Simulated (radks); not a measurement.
Q: Numerical settings for the germanium ion Ge7+, [Ar] 3d7. All-electron calculation, non-relativistic Kohn-Sham, SCAN, spin-unpolarised, spherical densities, point nucleus; meta-GGA in the generalised Kohn-Sham scheme. Program: a radial shooting solver on a logarithmic mesh with Libxc functionals. The defaults (mesh step 0.008 in ln r, mesh end at 40 bohr or more with all orbitals vanishing there, Anderson mixing 0.5 over 9 steps, residual threshold near 1e-9 with the energy settled to 1e-9 hartree or 1e-11 of itself, here a cap of 69 iterations) give E = -2060.071 hartree and 3d at -164.80 eV in 11 iterations. Run on one thread of a shared host, so times are rough (Arm Neoverse V1): 0.06 s of CPU time, 0.06 s wall, 11 iterations on 2476 mesh points. One setting is changed at a time: mesh step in ln r 0.005; mesh step in ln r 0.12; mesh step in ln r 0.2; mesh end (bohr) 5; mesh end (bohr) 1; residual threshold 0.1; residual threshold 1e-13; mixing 1.5; linear mixing, mixing 1; linear mixing, mixing 0.8; mixing history 2; iteration cap 5. Which runs fail to converge, and which converge to a wrong energy?

A: Not converged within the cap: mesh step in ln r 0.12; mesh step in ln r 0.2; residual threshold 1e-13; iteration cap 5. Settings that end as converged yet miss the energy by more than 1 mhartree: mesh end (bohr) 1 (+23.1 hartree).
